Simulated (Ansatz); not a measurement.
Species: sum formula SiNH2F2 (charge 0, doublet). It need not be the lowest isomer of its formula. 
Geometry from a B3LYP-D3(BJ)/def2-TZVP (Ansatz, a first-principles code) optimisation:
```
N
H 1 1.0097
H 1 1.0097 2 111.44
Si 1 1.7105 2 119.54 3 146.25
F 4 1.6015 1 107.05 2 166.59
F 4 1.6015 5 108.96 1 115.45
```
Charge 0, spin multiplicity 2.

Total electronic energies in hartree. Valence correlation only, unless marked. Open shells are spin-unrestricted. Spin-orbit coupling is left out. No relativistic terms. CBS(X,Y): correlation extrapolated as X^-3; Hartree-Fock from the larger set. [CCSD(T)-MP2]/basis is that difference in the basis named.

```tsv
level	program	energy (Eh)
HF/6-31G*	Ansatz	-543.52018
HF/cc-pVTZ	Ansatz	-543.66841
HF/cc-pwCVTZ	Ansatz	-543.67830
HF/aug-cc-pV(Q+d)Z	Ansatz	-543.70521
RI-HF/aug-cc-pV(T+d)Z	Ansatz	-543.68241
PBE0/def2-SVP	Ansatz	-544.56252
PBE0-D3(BJ)/def2-TZVP	Ansatz + dftd3	-545.00334
r2SCANh-D4/def2-TZVPD	Ansatz + dftd4	-545.23116
r2SCANh/def2-TZVPD	Ansatz	-545.23031
HSE06-D4/def2-TZVPD	Ansatz + dftd4	-544.98909
CAM-B3LYP-D3(BJ)/def2-TZVPD	Ansatz + dftd3	-545.32565
RPA@PBE/cc-pV(T+d)Z	Ansatz	-544.87273
MP2/6-31G	Ansatz	-543.77771
MP2/CBS(aug-cc-pV(T+d)Z,aug-cc-pV(Q+d)Z)	Ansatz	-544.6415
SCS-MP2/STO-3G	Ansatz	-536.69234
SCS-MP2/cc-pV(T+d)Z	Ansatz	-544.46636
CCSD/CBS(cc-pV(T+d)Z,cc-pV(Q+d)Z)	Ansatz	-544.6381
CCSD(T)/cc-pV(D+d)Z	Ansatz	-544.19995
CCSD(T) with core electrons (1s frozen past Ne)/cc-pwCVTZ	Ansatz	-544.96367
RI-MP2/CBS(cc-pV(T+d)Z,cc-pV(Q+d)Z)+[CCSD(T)-MP2]/cc-pV(D+d)Z	Ansatz	-544.6673
RI-MP2/CBS(aug-cc-pV(T+d)Z,aug-cc-pV(Q+d)Z)+[CCSD(T)-MP2]/aug-cc-pV(T+d)Z	Ansatz	-544.6792
CCSD(T)/CBS(aug-cc-pV(T+d)Z,aug-cc-pV(Q+d)Z)	Ansatz	-544.6734
CCSD(T)/CBS(cc-pV(T+d)Z,cc-pV(Q+d)Z)	Ansatz	-544.6722
```

Totals of different functionals don't rank their quality; only differences between species are comparable.
